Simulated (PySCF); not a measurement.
Where the electron goes

Species: C₅H₁₀Se.
SMILES with atom numbers: `[CH3:1][C:2]([CH3:3])([CH3:4])[CH:5]=[Se:6]` (hydrogens: H7, H8, H9 on C1; H10, H11, H12 on C3; H13, H14, H15 on C4; H16 on C5)

Structure used (PBE0-D3(BJ)/def2-SVP), in Å, numbered top down from 1:
```
atom  x, y, z in Å
C1     0.6238    1.1867    0.8426
C2     0.0629    0.0311    0.0238
C3    -0.8185   -0.8673    0.9085
C4    -0.7786    0.5698   -1.1470
C5     1.1254   -0.8490   -0.5733
Se6    2.8683   -0.6984   -0.4638
H7    -0.1993    1.7933    1.2507
H8     1.2656    1.8348    0.2281
H9     1.2365    0.8201    1.6793
H10   -1.2428   -1.7076    0.3370
H11   -0.2413   -1.2802    1.7494
H12   -1.6550   -0.2811    1.3203
H13   -0.1723    1.2098   -1.8055
H14   -1.6165    1.1701   -0.7590
H15   -1.1995   -0.2474   -1.7534
H16    0.7144   -1.6915   -1.1527
```

Method: TDDFT CAM-B3LYP/def2-SVPD, vertical, gas phase, core orbitals frozen in the response in PySCF 2.14.0, density-fitted response routines. Relativistic effects, spin–orbit coupling among them, are left out although an element past zinc is present.

Kohn–Sham orbitals with the atoms that hold most of them (Löwdin shares over 4%, at most four atoms; ? is withheld):

```csv
orbital,ε (eV),atoms
LUMO+2,1.39,"Se6 83%, C5 5%"
LUMO+1,1.06,"Se6 24%, C3 11%, C4 11%, H16 6%"
LUMO,?,?
HOMO,-7.41,"Se6 76%, C5 14%"
HOMO-1,-9.18,?
HOMO-2,-10.78,"Se6 21%, C2 19%, C5 13%, C1 12%"
HOMO-3,-11.24,"C4 17%, C2 17%, C3 17%, C1 15%"
```

Problem. Which atoms hold the HOMO-1, and with what shares?

Solution. Se6 (bonded to C) 50%; C5 (bonded to C, Se and H) 33%; C2 (bonded to 4 C) 5%. By element: selenium 50%, carbon 38% or more.

Problem. Which atoms hold the LUMO, and with what shares?

Solution. Se6 (bonded to C) 44%; C5 (bonded to C, Se and H) 40%.

Problem. What is the LUMO energy, and the HOMO–LUMO gap?

Solution. ε(LUMO) = -1.21 eV; the gap is 6.20 eV (0.2277 hartree).

Problem. How does S1 compare with the orbital gap of 6.20 eV?

Solution. S1 is at 2.10 eV (f = 0.0000), 4.09 eV below the gap, made of HOMO→LUMO (99%). 

Problem. Give energy, strength and leading configuration of S1, S2, S3 and S4, and follow the Löwdin shares of the leading atoms from the occupied to the empty orbital.

Solution. 
- S1 (2.10 eV, f 0.0000), HOMO→LUMO (99%): Se6 76% → 44%, C5 14% → 40%
- S2 (5.31 eV, f 0.277), HOMO-1→LUMO (94%): Se6 50% → 44%, C5 33% → 40%
- S3 (5.73 eV, f 0.0001), HOMO-2→LUMO (84%): Se6 21% → 44%, C2 19% → at most 4%, C5 13% → 40%
- S4 (5.79 eV, f 0.035), HOMO→LUMO+1 (71%): Se6 76% → 24%, C5 14% → at most 6%, C3 at most 4% → 11%

Hardware: one thread, Arm Neoverse V1, shared host. Cost: 2.1 min.
